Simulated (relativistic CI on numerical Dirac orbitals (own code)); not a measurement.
**Line list: Forbidden lines, Te XXVIII**

Calculated at this level of theory: Dirac-Coulomb-Breit CI, KLI orbitals optimised for each configuration, model QED (radiative potential, 1s self-energy scaled to tabulated hydrogen-like ionisation energies), unscaled Slater integrals (own radial code, finite nucleus).

CI space (outside the closed core [Ne]): 3s2 3p6 3d7, 3s2 3p5 3d8, 3s2 3p4 3d9, 3s 3p6 3d8, 3p6 3d9, 3s 3p5 3d9, 3s2 3p6 3d6 4s, 3s2 3p6 3d6 4p, 3s2 3p6 3d6 4d, 3s2 3p4 3d8 4s, 3s2 3p6 3d6 4f, 3s2 3p5 3d7 4s, 3s2 3p4 3d8 4p, 3s2 3p5 3d7 4p, 3s2 3p4 3d8 4d, 3s2 3p6 3d5 4s2, 3s 3p5 3d8 4s, 3s2 3p6 3d5 4s 4p, 3s 3p5 3d8 4p, 3s2 3p5 3d7 4d, 3s2 3p6 3d6 5s, 3s 3p6 3d7 4s, 3s2 3p6 3d5 4p2, 3s2 3p6 3d6 5p, 3s2 3p6 3d5 4s 4d, 3s 3p5 3d8 4d, 3p6 3d8 4s, 3s 3p6 3d7 4p, 3s2 3p6 3d6 5d, 3p6 3d8 4p, 3s2 3p5 3d6 4s2, 3s2 3p6 3d6 5f, 3s2 3p6 3d6 5g, 3s 3p6 3d7 4d, 3s2 3p6 3d6 6p. Levels of other configurations are missing.

| λ vac (nm) | Lower | Upper | Type | A (s⁻¹) | E lower (Ry) | E upper (Ry) |
| --- | --- | --- | --- | --- | --- | --- |
| 1.9927 | 3s2 3p6 3d7 4F_9/2 [1] | 3s2 3p6 3d6 4s 2G_9/2 [118] | E2 | 2.24e+08 | 0.0000 | 45.7292 |
| 2.0011 | 3s2 3p6 3d7 4F_9/2 [1] | 3s2 3p6 3d6 4s 4D_5/2 [115] | E2 | 3.12e+08 | 0.0000 | 45.5373 |
| 2.0102 | 3s2 3p6 3d7 4F_9/2 [1] | 3s2 3p6 3d6 4s 6D_7/2 [113] | E2 | 1.86e+08 | 0.0000 | 45.3313 |
| 2.0219 | 3s2 3p6 3d7 4F_9/2 [1] | 3s2 3p6 3d6 4s 6D_5/2 [111] | E2 | 1.73e+08 | 0.0000 | 45.0695 |
| 2.0224 | 3s2 3p6 3d7 4F_5/2 [3] | 3s2 3p6 3d6 4s 2G_9/2 [118] | E2 | 4.07e+07 | 0.6709 | 45.7292 |
| 2.0227 | 3s2 3p6 3d7 4F_5/2 [3] | 3s2 3p6 3d6 4s 4D_1/2 [117] | E2 | 4.97e+08 | 0.6709 | 45.7219 |
| 2.0239 | 3s2 3p6 3d7 2P_3/2 [2] | 3s2 3p6 3d6 4s 6D_3/2 [116] | E2 | 2.62e+08 | 0.5562 | 45.5810 |
| 2.0245 | 3s2 3p6 3d7 4F_7/2 [4] | 3s2 3p6 3d6 4s 2G_9/2 [118] | E2 | 3.99e+07 | 0.7183 | 45.7292 |
| 2.0277 | 3s2 3p6 3d7 4F_9/2 [1] | 3s2 3p6 3d6 4s 4D_7/2 [110] | E2 | 5.13e+08 | 0.0000 | 44.9402 |
| 2.0291 | 3s2 3p6 3d7 4F_5/2 [3] | 3s2 3p6 3d6 4s 6D_3/2 [116] | E2 | 1.18e+08 | 0.6709 | 45.5810 |
| 2.0312 | 3s2 3p6 3d7 4F_7/2 [4] | 3s2 3p6 3d6 4s 6D_3/2 [116] | E2 | 2.35e+08 | 0.7183 | 45.5810 |
| 2.0332 | 3s2 3p6 3d7 4F_7/2 [4] | 3s2 3p6 3d6 4s 4D_5/2 [115] | E2 | 2.57e+08 | 0.7183 | 45.5373 |
| 2.0352 | 3s2 3p6 3d7 2P_3/2 [2] | 3s2 3p6 3d6 4s 6D_7/2 [113] | E2 | 2.63e+07 | 0.5562 | 45.3313 |
| 2.0361 | 3s2 3p6 3d7 4F_5/2 [3] | 3s2 3p6 3d6 4s 6D_1/2 [114] | E2 | 1.08e+08 | 0.6709 | 45.4263 |
| 2.0381 | 3s2 3p6 3d7 4F_9/2 [1] | 3s2 3p6 3d6 4s 6D_9/2 [109] | E2 | 8.32e+07 | 0.0000 | 44.7109 |
| 2.0404 | 3s2 3p6 3d7 4F_5/2 [3] | 3s2 3p6 3d6 4s 6D_7/2 [113] | E2 | 6.61e+07 | 0.6709 | 45.3313 |
| 2.0415 | 3s2 3p6 3d7 2P_3/2 [2] | 3s2 3p6 3d6 4s 6D_3/2 [112] | E2 | 3.19e+08 | 0.5562 | 45.1925 |
| 2.0426 | 3s2 3p6 3d7 4F_7/2 [4] | 3s2 3p6 3d6 4s 6D_7/2 [113] | E2 | 7.98e+07 | 0.7183 | 45.3313 |
| 2.0428 | 3s2 3p6 3d7 4F_3/2 [5] | 3s2 3p6 3d6 4s 4D_1/2 [117] | E2 | 5.86e+08 | 1.1121 | 45.7219 |
| 2.0451 | 3s2 3p6 3d7 2G_9/2 [6] | 3s2 3p6 3d6 4s 2G_9/2 [118] | E2 | 7.19e+07 | 1.1696 | 45.7292 |
| 2.0468 | 3s2 3p6 3d7 4F_5/2 [3] | 3s2 3p6 3d6 4s 6D_3/2 [112] | E2 | 2.17e+08 | 0.6709 | 45.1925 |
| 2.0512 | 3s2 3p6 3d7 4F_3/2 [5] | 3s2 3p6 3d6 4s 4D_5/2 [115] | E2 | 5.21e+07 | 1.1121 | 45.5373 |
| 2.0531 | 3s2 3p6 3d7 2P_3/2 [2] | 3s2 3p6 3d6 4s 4D_7/2 [110] | E2 | 6.67e+07 | 0.5562 | 44.9402 |
| 2.0549 | 3s2 3p6 3d7 4P_5/2 [7] | 3s2 3p6 3d6 4s 4D_5/2 [115] | E2 | 3.00e+08 | 1.1915 | 45.5373 |
| 2.0585 | 3s2 3p6 3d7 4F_5/2 [3] | 3s2 3p6 3d6 4s 4D_7/2 [110] | E2 | 1.58e+08 | 0.6709 | 44.9402 |
| 2.0620 | 3s2 3p6 3d7 4P_1/2 [8] | 3s2 3p6 3d6 4s 4D_5/2 [115] | E2 | 8.76e+07 | 1.3435 | 45.5373 |
| 2.0830 | 3s2 3p6 3d7 4P_5/2 [7] | 3s2 3p6 3d6 4s 4D_7/2 [110] | E2 | 6.26e+07 | 1.1915 | 44.9402 |
| 75.847 | 3s2 3p6 3d7 4F_7/2 [4] | 3s2 3p6 3d7 2D_5/2 [11] | M1 | 3.64e+04 | 0.7183 | 1.9197 |
| 77.912 | 3s2 3p6 3d7 4F_9/2 [1] | 3s2 3p6 3d7 2G_9/2 [6] | M1 | 1.40e+04 | 0.0000 | 1.1696 |
| 126.87 | 3s2 3p6 3d7 4F_9/2 [1] | 3s2 3p6 3d7 4F_7/2 [4] | M1 | 1.42e+04 | 0.0000 | 0.7183 |

Terms are leading LS components. Brackets give the number of a level in order of energy, since labels repeat. The list gives strong lines, with weight on those to low levels, among the lowest 400 of 9822 levels, so that lines to higher ones, which can be the strongest, are missing. Levels whose partners in the same complex of configurations lie outside the list can be far off, and so can their lines. Rates are taken at the computed energies, electric ones in the length gauge.

At this charge energies of transitions that change n are usually good to better than 1 %, and those within a shell (Δn = 0) to a few per cent. Terms inside the open d or f shell come out 10 to 20 % too wide with unscaled integrals.

LS names give the leading component of a level, which can be under half, so a name can repeat, a term be missing and a line seem to break the LS rules.
